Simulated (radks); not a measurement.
The numbers below are computed, except where a source is named.
Coulomb parameter of the 4f shell of neutral samarium in the model configuration [Xe] 4f4.5 5d1.5 6s2, as a second difference U = [E(n + 0.5) + E(n - 0.5) - 2 E(n)] / (0.5)^2 with all orbitals relaxed. "Bare": the charge of the atom changes with n. "Screened": the 5d shell takes up the change at fixed total charge, which measures U(4f,4f) + U(5d,5d) - 2 U(4f,5d). Code: a radial shooting solver on a logarithmic mesh with Libxc functionals. Model: scalar-relativistic Kohn-Sham, LDA (Slater exchange, Perdew-Wang correlation), spin-unpolarised, spherical densities, point nucleus.

case                  configuration  E - E(n) (eV)
start          [Xe] 4f4.5 5d1.5 6s2          0.000
bare +0.5        [Xe] 4f5 5d1.5 6s2         -4.011
bare -0.5        [Xe] 4f4 5d1.5 6s2          7.506
screened +0.5      [Xe] 4f5 5d1 6s2         -3.305
screened -0.5      [Xe] 4f4 5d2 6s2          4.653

U(bare) = 13.980 eV, U(screened by 5d) = 5.395 eV, against the Slater integral F0(4f,4f) = 28.434 eV with frozen orbitals. The step up makes a negative ion, whose loosely bound charge lowers the bare value.
